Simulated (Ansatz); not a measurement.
System: C3H3O, net charge -1, singlet state. It need not be the lowest isomer of its formula. Whether it binds its extra electron was not tested at this geometry. SMILES: C([O-])C#C
Coordinates optimised at B3LYP-D3(BJ)/def2-TZVP (Ansatz, a program for electronic structure):
```xyz
7

C      1.8981    -0.0070    -0.1338
C      0.7170    -0.1885     0.0609
C     -0.7759    -0.3447     0.2631
O     -1.5151     0.6178    -0.2604
H      2.9252     0.1822    -0.3218
H     -0.8651    -0.4887     1.3873
H     -0.9749    -1.3950    -0.1240
```
Charge -1, spin multiplicity 1.

Q: Give the harmonic wavenumbers at B3LYP-D3(BJ)/def2-TZVP (Ansatz, finite differences of forces, unscaled).

A: 220, 318, 531, 568, 612, 790, 1024, 1188, 1237, 1382, 1445, 2122, 2460, 2566, 3465 cm⁻¹. Zero-point energy 28.5 kcal/mol.

Q: From these and the geometry, give the ideal-gas thermochemistry at 298.15 K and 1 atm (rigid rotor, harmonic oscillator).

A: Point group Cs, rotational symmetry number 1. Rotational constants 38.73, 4.74, 4.337 GHz. S(trans) 37.94, S(rot) 23.52, S(vib) 5.21, S(elec, spin only) 0.00, S 66.7 cal/(mol K). H(298) - H(0) 3.39 kcal/mol; G - E(el) 12.0 kcal/mol.
